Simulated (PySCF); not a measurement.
C$_{5}$H$_{11}$Si (SMILES C=[C][Si](C)(C)C), doublet (typed; the unrestricted solution is spin-contaminated), geometry from GFN2-xTB; MP2/6-31G* (PySCF).

PySCF was given this input:
```python
from pyscf import gto, scf, mp

mol = gto.Mole()
mol.atom = '''
    C     2.067862    1.748130   -0.404008
    C     0.947449    1.177713   -0.104242
    Si   -0.262677   -0.199730    0.056410
    C    -0.709190   -0.374882    1.901502
    C    -1.805255    0.255560   -0.967228
    C     0.428098   -1.874569   -0.576410
    H     2.243922    2.807397   -0.246571
    H     2.921978    1.225724   -0.834104
    H    -1.431973   -1.170022    2.059887
    H    -1.139332    0.542405    2.290746
    H     0.167906   -0.604750    2.498487
    H    -2.250439    1.181367   -0.617001
    H    -1.556434    0.387550   -2.015661
    H    -2.564458   -0.518659   -0.904698
    H     1.314836   -2.164766   -0.021324
    H    -0.303747   -2.670517   -0.472012
    H     0.701431   -1.811223   -1.625169
'''
mol.basis = '6-31g*'
mol.charge = 0
mol.spin = 1
mol.verbose = 4
mol.build()

mf = scf.UHF(mol)
mf.kernel()

pt = mp.MP2(mf)
pt.kernel()
print('E(MP2) = %.10f' % pt.e_tot)
```

Output, abridged:

```
PySCF version 2.14.0

[INPUT] verbose = 4
[INPUT] num. atoms = 17
[INPUT] num. electrons = 55
[INPUT] charge = 0
[INPUT] spin (= nelec alpha-beta = 2S) = 1
[INPUT] symmetry False subgroup None
[INPUT] Mole.unit = angstrom
[INPUT] Symbol           X                Y                Z      unit          X                Y                Z       unit  Magmom
[INPUT]  1 C      2.067862000000   1.748130000000  -0.404008000000 AA    3.907692843395   3.303486930136  -0.763464472133 Bohr   0.0
[INPUT]  2 C      0.947449000000   1.177713000000  -0.104242000000 AA    1.790419126993   2.225555023340  -0.196988830677 Bohr   0.0
[INPUT]  3 Si    -0.262677000000  -0.199730000000   0.056410000000 AA   -0.496387589222  -0.377434998859   0.106599450687 Bohr   0.0
[INPUT]  4 C     -0.709190000000  -0.374882000000   1.901502000000 AA   -1.340174870280  -0.708424309029   3.593318005313 Bohr   0.0
[INPUT]  5 C     -1.805255000000   0.255560000000  -0.967228000000 AA   -3.411437535002   0.482938408394  -1.827796020011 Bohr   0.0
[INPUT]  6 C      0.428098000000  -1.874569000000  -0.576410000000 AA    0.808987974474  -3.542422011600  -1.089257035461 Bohr   0.0
[INPUT]  7 H      2.243922000000   2.807397000000  -0.246571000000 AA    4.240398024886   5.305211452926  -0.465951660260 Bohr   0.0
[INPUT]  8 H      2.921978000000   1.225724000000  -0.834104000000 AA    5.521738162004   2.316282664306  -1.576228119404 Bohr   0.0
[INPUT]  9 H     -1.431973000000  -1.170022000000   2.059887000000 AA   -2.706036787772  -2.211021139716   3.892622277552 Bohr   0.0
[INPUT] 10 H     -1.139332000000   0.542405000000   2.290746000000 AA   -2.153025444953   1.024996898595   4.328882560943 Bohr   0.0
[INPUT] 11 H      0.167906000000  -0.604750000000   2.498487000000 AA    0.317296354671  -1.142811873831   4.721456155786 Bohr   0.0
[INPUT] 12 H     -2.250439000000   1.181367000000  -0.617001000000 AA   -4.252713370040   2.232460082599  -1.165962908583 Bohr   0.0
[INPUT] 13 H     -1.556434000000   0.387550000000  -2.015661000000 AA   -2.941233990961   0.732363359575  -3.809047249967 Bohr   0.0
[INPUT] 14 H     -2.564458000000  -0.518659000000  -0.904698000000 AA   -4.846123277950  -0.980123462041  -1.709631445442 Bohr   0.0
[INPUT] 15 H      1.314836000000  -2.164766000000  -0.021324000000 AA    2.484679938719  -4.090814863770  -0.040296519880 Bohr   0.0
[INPUT] 16 H     -0.303747000000  -2.670517000000  -0.472012000000 AA   -0.573998641158  -5.046545740995  -0.891973407508 Bohr   0.0
[INPUT] 17 H      0.701431000000  -1.811223000000  -1.625169000000 AA    1.325512485280  -3.422715420513  -3.071124316133 Bohr   0.0

nuclear repulsion = 283.002599374423
number of shells = 60
number of NR pGTOs = 230
number of NR cGTOs = 110
basis = 6-31g*
ecp = {}

******** <class 'pyscf.scf.uhf.UHF'> ********
method = UHF
initial guess = minao
damping factor = 0
level_shift factor = 0
DIIS = <class 'pyscf.scf.diis.CDIIS'>
diis_start_cycle = 1
diis_space = 8
diis_damp = 0
SCF conv_tol = 1e-09
SCF conv_tol_grad = None
SCF max_cycles = 50
direct_scf = True
direct_scf_tol = 1e-13
number electrons alpha = 28  beta = 27
Set gradient conv threshold to 3.16228e-05
init E= -485.199816725287

cycle= 1 E= -484.540505773679  delta_E= 0.659  |g|= 0.276  |ddm|= 2.39
cycle= 2 E= -484.609168143523  delta_E= -0.0687  |g|= 0.0832  |ddm|= 0.395
cycle= 3 E= -484.617829626557  delta_E= -0.00866  |g|= 0.0292  |ddm|= 0.196
cycle= 4 E= -484.618813061213  delta_E= -0.000983  |g|= 0.0161  |ddm|= 0.0385
cycle= 5 E= -484.619488410108  delta_E= -0.000675  |g|= 0.0117  |ddm|= 0.0364
cycle= 6 E= -484.620083787382  delta_E= -0.000595  |g|= 0.0103  |ddm|= 0.0328
cycle= 7 E= -484.620741395771  delta_E= -0.000658  |g|= 0.00925  |ddm|= 0.0383
cycle= 8 E= -484.621942001281  delta_E= -0.0012  |g|= 0.00611  |ddm|= 0.0895
cycle= 9 E= -484.622420227133  delta_E= -0.000478  |g|= 0.00186  |ddm|= 0.0909
cycle= 10 E= -484.622395406331  delta_E= 2.48e-05  |g|= 0.00179  |ddm|= 0.0244
cycle= 11 E= -484.622426531893  delta_E= -3.11e-05  |g|= 0.000433  |ddm|= 0.0238
cycle= 12 E= -484.622426960184  delta_E= -4.28e-07  |g|= 0.000218  |ddm|= 0.00415
cycle= 13 E= -484.622427231814  delta_E= -2.72e-07  |g|= 5.31e-05  |ddm|= 0.00214
cycle= 14 E= -484.622427237352  delta_E= -5.54e-09  |g|= 2.45e-05  |ddm|= 0.000155
cycle= 15 E= -484.622427239549  delta_E= -2.2e-09  |g|= 1.09e-05  |ddm|= 0.000128
cycle= 16 E= -484.622427239768  delta_E= -2.19e-10  |g|= 4.34e-06  |ddm|= 5.74e-05
Extra cycle  E= -484.622427239793  delta_E= -2.52e-11  |g|= 2.94e-06  |ddm|= 6.49e-06
converged SCF energy = -484.622427239793  <S^2> = 0.93059301  2S+1 = 2.1731019

******** <class 'pyscf.mp.ump2.UMP2'> ********
nocc = (np.int64(28), np.int64(27)), nmo = (110, 110)
E(UMP2) = -485.32617732478  E_corr = -0.703750084987243
E(SCS-UMP2) = -485.322644446751  E_corr = -0.700217206958197
E_corr(same-spin) = -0.166480263492109
E_corr(oppo-spin) = -0.537269821495134
E(MP2) = -485.3261773248
```
